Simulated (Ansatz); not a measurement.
CH$_{6}$OSSiSn (`C[S][Sn][O][SiH3]`). Charge 0, multiplicity 1. Sn takes the def2 core potential. The structure was optimised at the PBE0-D4/def2-TZVP level. It is one conformer, not always the lowest.

```xyz
11

C     1.944   -1.086   -0.470
S     0.988   -2.562   -0.023
Sn   -1.220   -1.780    0.561
O    -0.846    0.151    0.240
Si   -1.635    1.575    0.324
H     1.334   -0.189   -0.381
H     2.804   -1.016    0.196
H     2.292   -1.197   -1.497
H    -1.656    2.233   -1.011
H    -3.047    1.388    0.771
H    -0.959    2.483    1.290
```

Q: What is the dipole moment at PBE/def2-TZVPP? (Estimate.)

A: The calculation gave: 0.49 D, with components (-0.36, -0.29, 0.14) D in this frame, pointing from negative to positive charge.

Q: And with r2SCAN, B3LYP, ωB97M-V? (An estimate is asked.)

A: The calculation gave: r2SCAN 0.44 D, B3LYP 0.71 D, ωB97M-V 0.80 D.

Q: Give the Mulliken charges with PBE, B3LYP, ωB97M-V in def2-TZVPP. (Estimate.)

A: Ansatz gave: 
| atom | PBE | B3LYP | ωB97M-V |
| --- | --- | --- | --- |
| C1 | -0.26 | -0.26 | -0.33 |
| S2 | -0.32 | -0.34 | -0.29 |
| Sn3 | 0.61 | 0.68 | 0.66 |
| O4 | -0.53 | -0.61 | -0.63 |
| Si5 | 0.34 | 0.42 | 0.32 |
| H6 | 0.13 | 0.13 | 0.15 |
| H7 | 0.12 | 0.12 | 0.14 |
| H8 | 0.12 | 0.12 | 0.14 |
| H9 | -0.07 | -0.09 | -0.05 |
| H10 | -0.07 | -0.09 | -0.05 |
| H11 | -0.07 | -0.09 | -0.05 |

B3LYP here is the variant with VWN-RPA as its local correlation; programs differ in this.
